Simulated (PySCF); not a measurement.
Basis and Hamiltonian dependence of the ionisation energy of Cr⁺

Cr⁺ [Ar] 3d5 (6S) → Cr²⁺ [Ar] 3d4 (5D). All values are computed (PySCF 2.14, energy differences of UHF-based or UKS calculations, no spin-orbit coupling). Values in eV.

| basis | Hamiltonian | functions | UHF | LDA | PBE0 | MP2 (valence) | CCSD(T) (valence) | CCSD(T) (valence and next inner shell) |
| --- | --- | --- | --- | --- | --- | --- | --- | --- |
| 6-31G* | non-relativistic | 34 | 14.321 | n/a | 15.775 | 14.987 | n/a | n/a |
| x2c-SVPall | spin-free X2C | 36 | 14.938 | n/a | n/a | 15.708 | n/a | n/a |
| Sapporo-DKH3-DZP-2012 | spin-free X2C | 43 | 15.089 | n/a | n/a | 16.005 | n/a | n/a |
| def2-TZVP | non-relativistic | 45 | 15.171 | n/a | n/a | 16.012 | n/a | n/a |
| aug-cc-pVDZ | non-relativistic | 59 | 15.186 | 17.535 | 16.906 | 16.111 | 16.160 | n/a |
| ANO-RCC-VTZP | spin-free X2C | 59 | 15.028 | 17.605 | 16.846 | 16.027 | 16.075 | 16.399 |
| cc-pVTZ-DK | spin-free X2C | 68 | 15.007 | 17.548 | 16.807 | 15.981 | n/a | n/a |
| cc-pVTZ | non-relativistic | 68 | 15.134 | n/a | n/a | 16.103 | n/a | n/a |
| aug-cc-pVTZ | non-relativistic | 93 | 15.134 | 17.653 | 16.920 | 16.115 | 16.165 | n/a |
| aug-cc-pVTZ-DK | spin-free X2C | 93 | 15.007 | 17.547 | 16.807 | 15.994 | 16.044 | n/a |
| dyall-av2z | non-relativistic | 101 | 15.140 | 17.632 | 16.920 | 16.058 | 16.110 | n/a |
| aug-cc-pVTZ with one added diffuse shell each of s, p, d, f, g type | non-relativistic | 118 | 15.133 | 17.653 | 16.920 | 16.115 | n/a | n/a |
| x2c-QZVPPall with one added diffuse shell each of s, p, d, f, g type | spin-free X2C | 121 | 14.992 | 17.536 | 16.806 | 15.998 | n/a | n/a |
| aug-cc-pwCVTZ | non-relativistic | 127 | 15.124 | 17.636 | 16.915 | 16.131 | n/a | n/a |

Frozen in the all-electron rows: valence: [Ar]; valence and next inner shell: [Ne].

At UHF, 6-31G* lies more than 0.3 eV from the median of the rows with comparable relativity. Sets contracted for the neutral atom can be stiff in a shell that they treat as core.

Non-relativistic rows lack the scalar-relativistic shift.

Between the lowest levels the reference is 16.486 eV (measured; NIST Atomic Spectra Database, ionization energies); it includes spin-orbit coupling, which these numbers lack.
